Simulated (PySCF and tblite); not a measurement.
The numbers below are computed, except where a source is named.
C₈H₁₂F₂, numbered as in [CH3:1][C:2]1=[C:3]([F:4])[CH2:5][C@@H:6]([CH3:7])[C@@H:8]([F:9])[CH2:10]1. Search: ETKDG and KDG, MMFF94s, GFN2-xTB, 60 starts; geometries at GFN2-xTB. Free energies are PBE0-D3(BJ)/6-31G* single points with GFN2-xTB rigid-rotor and vibrational terms (modes under about 100 cm⁻¹ blended into free rotors). Symmetry numbers and mirror images are counted. Conformers within 3 kcal/mol (GFN2-xTB free energy) were kept, 10 at most. GIAO shieldings: PBE0/6-31G*. Shifts are against TMS (¹H), TMS (¹³C), CFCl3 (¹⁹F) at the same level; of two unlike H on one atom, a is the less shielded. (PySCF 2.14, tblite 0.8.)

The 6-ring runs over atoms 2–3–5–6–8–10.

```
conformer                                                        shape  point group  mirror pair  ΔE(DFT)  Δ(G−E) at 180 K  δ H5b (ppm)
        1   6-ring half-chair (ring torsions 19, -48, 62, -43, 12, 0°)           C1           no     0.00             0.00         2.08
        2  6-ring half-chair (ring torsions -18, 47, -64, 47, -14, 0°)           C1           no     0.22             0.21         2.64
```

Energies in kcal/mol; the thermal term leaves out symmetry numbers and mirror images.

Task: Work out the weights at 180 K and the ¹H shift of H5b under fast exchange.

Result: RT = 0.358 kcal/mol. Each conformer gets RT ln(σ/g), with σ the rotational symmetry number and g = 2 for a mirror pair: 1: σ = 1, g = 1, G = 0.00 + 0.00 + 0.00 = 0.00, 0.00 above the lowest, exp(−ΔG/RT) = 1.000; 2: σ = 1, g = 1, G = 0.22 + 0.21 + 0.00 = 0.43, 0.43 above the lowest, exp(−ΔG/RT) = 0.299. The sum is 1.299, so the weights are 77.0, 23.0 %. The averaged shift is 2.21 ppm. At 298.15 K it is 2.25 ppm. At 298.15 K the leading conformer alone gives 2.08 ppm and bare DFT energies give 2.31 ppm.


Conformer gaps in 6-31G* on xTB geometries can be 2 kcal/mol off for S=O, P=O and other polar bonds.